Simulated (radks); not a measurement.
Q: The mean radii <r> (bohr) of the occupied orbitals of an atom or ion are listed with their occupations. Method: non-relativistic Kohn-Sham, PBE, spin-polarised, spherical densities, point nucleus; computed with a radial shooting solver on a logarithmic mesh with Libxc functionals.

| orbital | occ. | <r> |
|---|---|---|
| 1s down | 1 | 0.03630 |
| 1s up | 1 | 0.03630 |
| 2s up | 1 | 0.1587 |
| 2s down | 1 | 0.1587 |
| 2p up | 3 | 0.1360 |
| 2p down | 3 | 0.1360 |
| 3s up | 1 | 0.4408 |
| 3s down | 1 | 0.4407 |
| 3p up | 3 | 0.4358 |
| 3p down | 3 | 0.4357 |
| 3d up | 5 | 0.4146 |
| 3d down | 5 | 0.4144 |
| 4s up | 1 | 1.141 |
| 4s down | 1 | 1.132 |
| 4p up | 3 | 1.255 |
| 4p down | 3 | 1.245 |
| 4d up | 5 | 1.844 |

Name the element and its charge. Open shells, if any, are filled with parallel spins first.

A: Z = 42, molybdenum, charge +1: Mo+ in [Kr] 4d5. The 1s radius gives Z: for a bare nucleus <r> = 1.5/Z, 0.03571 bohr for Z = 42, and screening makes it slightly larger (0.03630 here). The occupations add up to 41, and the charge is Z minus that.
